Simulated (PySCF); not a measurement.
H₉NSSi₃.
InChI=1S/H9NSSi3/c3-1-5-2-4/h1H,5H2,3-4H3

Level: PBE0/def2-SVPD in PySCF, non-relativistic, on one gas-phase PBE0-D3(BJ)/def2-SVP geometry that isn't relaxed in the solvent. The solvent is an IEF-PCM continuum (van der Waals radii × 1.2), and excitations are vertical TDDFT with non-equilibrium linear response and a frozen core. Only the electrostatic response of the medium enters.

Gas-phase singlets (H = HOMO, L = LUMO):

| state | E (eV) | λ (nm) | f | leading configurations |
| --- | --- | --- | --- | --- |
| S1 | 5.843 | 212 | 0.024 | H→L 88% |
| S2 | 6.112 | 203 | 0.015 | H→L+1 74%, H-1→L 20% |
| S3 | 6.298 | 197 | 0.009 | H→L+2 71%, H-1→L 15% |
| S4 | 6.408 | 193 | 0.010 | H-1→L 53%, H→L+2 19% |
| S5 | 6.801 | 182 | 0.005 | H→L+3 73% |

What are the lowest 5 singlets in acetone (ε = 20.49)?

```
state  E (eV)  λ (nm)      f  leading configurations  change by rank (eV)
   S1   5.937     209  0.030                 H→L 90%               +0.094
   S2   6.189     200  0.019    H→L+1 72%, H-1→L 25%               +0.077
   S3   6.352     195  0.018    H→L+2 65%, H-1→L 12%               +0.054
   S4   6.531     190  0.007    H-1→L 47%, H→L+2 20%               +0.123
   S5   6.765     183  0.092   H-1→L+1 72%, H-1→L 9%               -0.036
```

The ground-state energy changes by -0.111 eV from gas to acetone. By how much does the total energy of gas-phase S1 change?

E(S1) = E(S0) + excitation energy, so it changes by -0.111 + 0.094 = -0.017 eV: it is lowered less than the ground state, which is what a blue shift means. This is the vertical state, with the slow part of the continuum still set for S0.

How do the frontier levels move from gas to acetone?

```csv
orbital,gas (eV),solvent (eV),change (eV)
LUMO+2,0.27,0.33,+0.06
LUMO+1,-0.02,0.09,+0.11
LUMO,-0.28,-0.15,+0.13
HOMO,-7.36,-7.34,+0.02
HOMO-1,-7.86,-7.77,+0.09
HOMO-2,-8.90,-8.91,-0.01
HOMO-3,-9.36,-9.25,+0.11
```

The HOMO–LUMO gap goes from 7.07 to 7.19 eV.

The values belong to the conformer `[SiH3:1][NH:2][SiH2:3][S:4][SiH3:5]`: Si1–N2–Si3–S4 114°, N2–Si3–S4–Si5 131°.
